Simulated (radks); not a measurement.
La II, configuration [Xe] 5d2. Calculated with a radial shooting solver on a logarithmic mesh with Libxc functionals: scalar-relativistic Kohn-Sham, PBE, spin-polarised, spherical densities, finite nucleus; open shells are filled with parallel spins first (spin-orbit coupling, left out, can overturn this in heavy ions); Fermi nuclear charge, rms radius 4.855 fm.

Radial electron density D(r) = 4 pi r^2 rho(r):

r (bohr)  D(r) (e/bohr)   spin D(r)
0.001841          7.136  -0.0000614
0.002476          11.37  -0.0000975
0.003329          17.66   -0.000151
0.004475          26.54   -0.000226
0.006017          38.13   -0.000323
0.008089          51.61   -0.000439
0.01088           64.62   -0.000566
0.01462           73.28   -0.000712
0.01966           74.22   -0.000941
0.02643           68.74    -0.00139
0.03554           65.77    -0.00201
0.04778           75.52    -0.00158
0.06423           93.15     0.00394
0.08636           96.24      0.0204
0.1161            78.88      0.0461
0.1561            72.42      0.0598
0.2099            83.89      0.0364
0.2822            68.66    0.000424
0.3794            35.15      0.0279
0.5101            31.63       0.119
0.6858            32.77       0.112
0.922             17.64     -0.0139
1.24              9.019      0.0972
1.667             7.042       0.566
2.241             3.836       0.852
3.013             1.301       0.645
4.05             0.3546       0.292
5.445           0.07922      0.0772
7.321           0.01005      0.0100
9.843         0.0004656    0.000466

D(r) has 4 maxima, at r = 0.0174, 0.0772, 0.218, 0.608 bohr, and minima at 0.0336, 0.144, 0.445 bohr, inside which lie 1.95, 11.16, 28.89 electrons.
